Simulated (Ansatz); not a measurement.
A search over several starts for the lowest SCF solution of H6Au3 at the given spin, in a small basis.

```yaml
crystal:
  periodic: [false, false, false]
  atoms:
    - {symbol: Au, position_ang: [1.523836, 0.390640, -0.379355]}
    - {symbol: Au, position_ang: [-0.081102, 1.008267, 1.685234]}
    - {symbol: Au, position_ang: [0.134404, -1.243283, -2.100836]}
    - {symbol: H, position_ang: [-0.967634, -2.139875, -2.828151]}
    - {symbol: H, position_ang: [-1.446963, 1.183609, 2.825444]}
    - {symbol: H, position_ang: [1.507331, 1.317332, 1.137005]}
    - {symbol: H, position_ang: [-0.774935, -0.795079, -0.755959]}
    - {symbol: H, position_ang: [-1.738400, 0.653572, 2.246597]}
    - {symbol: H, position_ang: [1.843463, -0.375204, -1.829988]}
basis:
  gaussian: {orbitals: def2-SVP, initial_orbitals: start.molden}
magnetization: {spin_polarized: true, initial_magnetization: 1}
hamiltonian: {xc: pbe0, dispersion: d4}
output: {orbitals: {seedname: orbitals}}
```

The file start.molden holds the orbitals of an earlier run on this structure, at another level or in another basis.

```sh
$ ansatz run in.yaml --threads 4 --pin off --events-out ev --progress --plain --max-ram 3916MiB
```

Output, abridged:

```
Functional definition: PBE0
1291 factors; integrals over basis functions are off by at most 1.4e-3 eV
mean field evaluation 1: about -11175.5386 eV, gradient 5.2e-1 eV
mean field evaluation 2: about -11175.8731 eV, gradient 2.4e-4 eV
mean field evaluation 4: about -11175.8731 eV, gradient 8.4e-6 eV
mean field evaluation 8: about -11175.5371 eV, gradient 9.6e-1 eV
mean field evaluation 16: about -11175.8731 eV, gradient 6.3e-3 eV
mean field -11175.87309207 eV, -410.7057608546 hartree, gradient 8.4e-6 eV, S^2 0.754058; 1 other end points of the search recorded, 0 dependent functions left out
reference -11175.87313426 eV, -410.7057624053 hartree; 32, 31 occupied and 94, 95 virtual orbitals, 1291 factors
Total energy: -11176.10276061 eV, -410.7142010178 hartree
```

Hardware: 4 threads of Arm Neoverse V2 on a shared host. Wall time 3.9 s.

In the def2 sets Au takes a core potential; there is no spin–orbit coupling. In the doublet, H5 and H8 lie 0.84 Å apart (atoms count from 1), so H2 has formed as a molecule. No other spin state of charge 0 was run. Another isomer (doublet) lies 0.24 eV lower at r2SCAN-D4/def2-TZVP; other spin states weren't run for this one.
